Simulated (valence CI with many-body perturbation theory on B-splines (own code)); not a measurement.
Level structure of Tl10+

Computed by relativistic CI+MBPT: three valence electrons over a frozen Dirac-Fock core [Xe] 4f14, radial functions for each j: 7 s, 7 p, 8 d, 6 f, 4 g, 1 h, with the one-electron correlation potential Σ1, the two-electron term Σ2, the three-electron term Σ3, Breit, model QED; selected CI, second order for the rest, scaled by the run's own slope (own B-spline code, finite nucleus).

No measured levels were compared; by estimate terms of the open shell hold to 2 to 4 % of their energy, and close levels can change places. The list stops below the first excitations out of the core. Only levels of the ground parity were solved; by the run's estimate the other parity begins above the list, which can be wrong where configurations are misplaced.

Levels 1 to 34 of 34, with energies above the lowest level, (5d3/2^3) J=3/2. "Leading %" is the weight of the configuration and term that name the level; weights of strongly mixed levels are sums over their largest components and can fall short, so below about 35 % the name and the second component can differ from the true leading terms, or belong to a minority configuration. In the jj column 3d3/2^4 stands for four electrons in 3d with j = 3/2. Lifetimes count E1, E2, E3, M1 and M2 decay at the calculated energies, and are blank where another channel may lead or the interval is too uncertain; long ones can be off by a factor of two.

| No. | Configuration | Term | J | E (cm⁻¹) | Leading % | g | Lifetime | Leading jj |
| --- | --- | --- | --- | --- | --- | --- | --- | --- |
| 1 | 5d³ | ⁴F | 3/2 | 0 | 69 | 0.569 |  | 5d3/2^3 (86 %) |
| 2 | 5d³ | ⁴F | 5/2 | 17589 | 91 | 1.043 | 5.67 ms | 5d3/2^2 5d5/2 (95 %) |
| 3 | 5d³ | ⁴F | 7/2 | 27199 | 64 | 1.129 | 43.1 ms | 5d3/2^2 5d5/2 (77 %) |
| 4 | 5d³ | ⁴P | 3/2 | 27233 | 44 | 1.313 | 5.42 ms | 5d3/2^2 5d5/2 (90 %) |
| 5 | 5d³ | ²G | 9/2 | 30576 | 42 | 1.114 | 2.18 s | 5d3/2^2 5d5/2 (90 %) |
| 6 | 5d³ | ⁴P | 1/2 | 31906 | 66 | 1.991 | 16.3 ms | 5d3/2^2 5d5/2 (98 %) |
| 7 | 5d³ | ²G | 7/2 | 48220 | 61 | 1.019 | 2.09 ms | 5d3/2 5d5/2^2 (84 %) |
| 8 | 5d³ | ⁴P | 5/2 | 48935 | 79 | 1.498 | 8.14 ms | 5d3/2^2 5d5/2 (54 %) |
| 9 | 5d³ | ⁴F | 9/2 | 51053 | 51 | 1.126 | 3.69 ms | 5d3/2 5d5/2^2 (82 %) |
| 10 | 5d³ | ²D | 3/2 | 57280 | 43 | 1.167 | 1.29 ms | 5d3/2 5d5/2^2 (97 %) |
| 11 | 5d³ | ²P | 1/2 | 59881 | 66 | 1.344 | 2.36 ms | 5d3/2 5d5/2^2 (98 %) |
| 12 | 5d³ | ²H | 11/2 | 62998 | 100 | 1.090 | 7.47 ms | 5d3/2 5d5/2^2 (100 %) |
| 13 | 5d³ | ²D | 5/2 | 67451 | 88 | 1.170 | 3.16 ms | 5d3/2 5d5/2^2 (62 %) |
| 14 | 5d³ | ²F | 5/2 | 70746 | 70 | 1.012 | 3.91 ms | 5d3/2 5d5/2^2 (82 %) |
| 15 | 5d³ | ²F | 7/2 | 74258 | 90 | 1.120 | 4.62 ms | 5d3/2 5d5/2^2 (93 %) |
| 16 | 5d³ | ²G | 9/2 | 79417 | 58 | 1.112 | 1.44 ms | 5d5/2^3 (90 %) |
| 17 | 5d³ | ²P | 3/2 | 84127 | 54 | 1.170 | 1.36 ms | 5d5/2^3 (67 %) |
| 18 | 5d³ | ²D | 3/2 | 104680 | 93 | 0.843 | 1.26 ms | 5d3/2 5d5/2^2 (66 %) |
| 19 | 5d³ | ²D | 5/2 | 110950 | 74 | 1.160 | 723 μs | 5d5/2^3 (81 %) |
| 20 | 5d²6s | ⁴F | 3/2 | 315040 | 86 | 0.460 | 2.90 μs | 5d3/2^2 6s (94 %) |
| 21 | 5d²6s | ⁴F | 5/2 | 319400 | 57 | 1.023 | 2.31 μs | 5d3/2^2 6s (92 %) |
| 22 | 5d²6s | ⁴F | 7/2 | 339930 | 90 | 1.227 | 2.53 μs | 5d3/2 5d5/2 6s (97 %) |
| 23 | 5d²6s | ⁴P | 1/2 | 340130 | 76 | 2.380 | 2.18 μs | 5d3/2^2 6s (86 %) |
| 24 | 5d²6s | ²F | 5/2 | 344550 | 47 | 0.988 | 2.03 μs | 5d3/2 5d5/2 6s (92 %) |
| 25 | 5d²6s | ⁴F | 9/2 | 352610 | 70 | 1.266 | 2.40 μs | 5d3/2 5d5/2 6s (75 %) |
| 26 | 5d²6s | ⁴P | 3/2 | 353220 | 80 | 1.538 | 2.28 μs | 5d3/2 5d5/2 6s (98 %) |
| 27 | 5d²6s | ⁴P | 5/2 | 353570 | 50 | 1.319 | 2.01 μs | 5d3/2 5d5/2 6s (99 %) |
| 28 | 5d²6s | ²P | 3/2 | 359300 | 39 | 1.116 | 1.96 μs | 5d3/2 5d5/2 6s (91 %) |
| 29 | 5d²6s | ²G | 7/2 | 359610 | 52 | 1.010 | 1.85 μs | 5d3/2 5d5/2 6s (93 %) |
| 30 | 5d²6s | ²P | 1/2 | 363980 | 83 | 0.989 | 1.72 μs | 5d3/2 5d5/2 6s (93 %) |
| 31 | 5d²6s | ²G | 9/2 | 376330 | 69 | 1.178 | 2.11 μs | 5d5/2^2 6s (75 %) |
| 32 | 5d²6s | ²G | 7/2 | 380950 | 46 | 1.031 | 1.81 μs | 5d5/2^2 6s (90 %) |
| 33 | 5d²6s | ²D | 5/2 | 382080 | 52 | 1.354 | 2.05 μs | 5d5/2^2 6s (99 %) |
| 34 | 5d²6s | ²P | 3/2 | 388160 | 59 | 1.149 | 1.76 μs | 5d5/2^2 6s (94 %) |

Where two levels of one J and parity lie close, their mixing, g and order are uncertain.

The ionisation energy to 5d² ³F2 of the next ion comes out as 178.21 eV (NIST: 177 ± 2.4 eV (theoretical)). All 34 levels together are meant to be complete up to 388240 cm⁻¹.
